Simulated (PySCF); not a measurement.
## Fractional electron number in Eu (europium, neutral)

The 6s beta orbital of [Xe] 4f7 6s2 is emptied in steps (occupation f), with all orbitals relaxed, ending at [Xe] 4f7 6s1. All numbers are calculated (PySCF 2.14, a scalar-relativistic core potential, in def2-SVP with the def2 core potential (28 electrons)). The exact energy is a straight line in f; departures are measured from the line between the end points of the same method.

```
  f  HSE06 (eV)
  1       0.000
0.8      -0.303
0.6      -0.456
0.4      -0.460
0.2      -0.307
  0       0.000
```

| method | E(f=0) − E(f=1) (eV) | −ε at f=1 (eV) | −ε at f=0.4 (eV) |
| --- | --- | --- | --- |
| HSE06 | 5.537 | 3.642 | 5.898 |

Orbital energy along the path (eV):

```tsv
f	HSE06
1	-3.642
0.8	-4.398
0.6	-5.145
0.4	-5.898
0.2	-6.718
0	-7.230
```

Reference removal energy between the ground levels: 5.670 eV (measured; NIST Atomic Spectra Database, ionization energies).
